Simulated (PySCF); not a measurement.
**Low-lying terms of Cr⁶⁺ (chromium, charge +6)**

Ground state [Ar], ¹S. Computed with PySCF 2.14 in x2c-TZVPall with one added diffuse shell each of s, p, d type (7s6p5d1f, 57 functions), with scalar relativity by spin-free X2C-1e. Vertical excitation energies in eV without spin-orbit coupling; excited terms of each kind are numbered among those the solver found. Frozen: [Ne].

```csv
term,leading excitation,EOM-EE-CCSD
1 3P°,3p → d,43.068
1 3F°,3p → d,45.198
1 1D°,3p → d,48.195
1 3D°,3p → d,48.377
1 1F°,3p → d,48.740
1 1P°,3p → d,62.713
1 3D,3s → d,76.268
1 1D,3s → d,78.682
1 3S,3p → p,91.124
2 3D,3p → p,92.654
2 1D,3p → p,93.091
```

The solver can miss terms.
